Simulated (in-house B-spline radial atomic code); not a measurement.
Results of a calculation; reference values are marked as such.
Co in electron gases of falling density

A nucleus sits in a uniform electron gas with a rigid positive background. The Kohn-Sham equations are solved self-consistently in the spin-unpolarised LDA (PW92), non-relativistic, on B-splines with outgoing waves at the boundary and partial waves to l = 8. The model has no lattice, no bands and no magnetic solution. Atomic units; δ_l are the phase shifts at the Fermi level, counted so that each bound state adds π, and good to about 0.0005. A narrow, partly filled d or f resonance in a thin gas would split by spin, so such rows rest on a solution that is probably unstable.

```tsv
r_s (bohr)	k_F	δ0/π	δ1/π	δ2/π	shallowest bound level (hartree)	σ_tr (bohr²)	Q (a.u.)
1.5	1.2794	2.779	1.995	0.877	p -1.49	10.37	0.938
1.65	1.1631	2.822	2.017	0.878	p -1.56	11.95	0.739
1.8	1.0662	2.859	2.032	0.877	p -1.61	13.71	0.598
2	0.9596	2.903	2.045	0.876	p -1.67	16.21	0.464
2.07	0.9271	2.917	2.047	0.875	p -1.69	17.11	0.427
2.2	0.8723	2.941	2.051	0.874	p -1.72	18.79	0.368
2.4	0.7996	2.977	2.053	0.872	p -1.76	21.48	0.297
2.67	0.7188	3.021	2.051	0.869	p -1.8	25.54	0.230
3	0.6397	3.071	2.044	0.866	p -1.84	32.00	0.181
3.3	0.5816	3.115	2.035	0.863	p -1.87	40.30	0.156
3.6	0.5331	3.156	2.026	0.860	p -1.9	51.80	0.141
4	0.4798	3.208	2.013	0.855	p -1.92	72.71	0.130
```

Q = n k_F σ_tr, with n = 3/(4π r_s³).

Task: How does the screening charge move between partial waves as the gas thins?

Result: By (2/π)(2l + 1) δ_l, at r_s = 1.5 it is s 5.56, p 11.97, d 8.77, f and beyond 0.69, and at r_s = 4 s 6.42, p 12.08, d 8.55, f and beyond -0.06. The free atom is [Ar] 3d7 4s2.

Task: What end-to-end powers of r_s do the first and last rows give for σ_tr and Q?

Result: σ_tr goes as r_s^+1.99 and Q as r_s^-2.01. Since n k_F/k_F² goes as r_s⁻², Q = 4π n Σ/k_F would fall as r_s⁻² at fixed phase shifts; the sum Σ (l + 1) sin²(δ_l − δ_(l+1)) is 1.351 in the first row and 1.332 in the last, and ranges from 1.04 to 1.35 between them, so these powers are no law.
